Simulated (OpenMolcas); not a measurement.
**S³⁺: the spin-orbit constant, worked from levels**

* Program: OpenMolcas
* Basis: ANO-RCC [8s7p5d4f2g]
* Scalar Hamiltonian: DKH2, point nucleus
* Active space: 3 electrons in 9 orbitals (RAS2 3s 3p; RAS3 3d, at most 2 electrons)
* State averaging: 2S+1 = 4 odd, 1 root; 2S+1 = 2 odd, 11 roots; 2S+1 = 4 even, 3 roots; 2S+1 = 2 even, 9 roots
* Spin-orbit coupling: RASSI with atomic mean-field integrals over the reference wave functions, term energies averaged over their components

Methods: RASSCF; MS-RASPT2, IPEA 0.25 Eh, imaginary shift 0.1 Eh (closed shells correlated: 2s 2p). Measured levels: NIST levels in Podobedova, Kelleher and Wiese, J. Phys. Chem. Ref. Data 38, 171 (2009).

**The spin-orbit constant.** For the Hund term ²P° of p1, E(J) = (A/2) J(J+1) + constant and ζ = 2S·A = A. From J = 1/2 to J = 3/2 the energy changes by 1.5 A.

```json
{"Source": "RASSCF", "E(3/2) - E(1/2)": "846.1", "A": "564.1", "ζ": "564"}
{"Source": "MS-RASPT2", "E(3/2) - E(1/2)": "849.7", "A": "566.5", "ζ": "566"}
{"Source": "measured", "E(3/2) - E(1/2)": "951.4", "A": "634.3", "ζ": "634"}
```

All in cm-1. MS-RASPT2 is off by -10.7 % and RASSCF by -11.1 %. Both methods take the spin-orbit matrix elements from the reference wave functions, so the second can move ζ only through the term energies and any multistate remixing.

Active for correlation alone: 3d; no level in the range computed is led by a configuration that fills it, so any true level of that kind is missing. Computed and measured levels are paired by configuration, term and J; levels that our copy of the source lacks, or whose pairing is in doubt (as where it misses far off the trend of its configuration), stay unpaired and out of the deviations. Levels of configurations outside the active space are missing.

° marks odd parity.
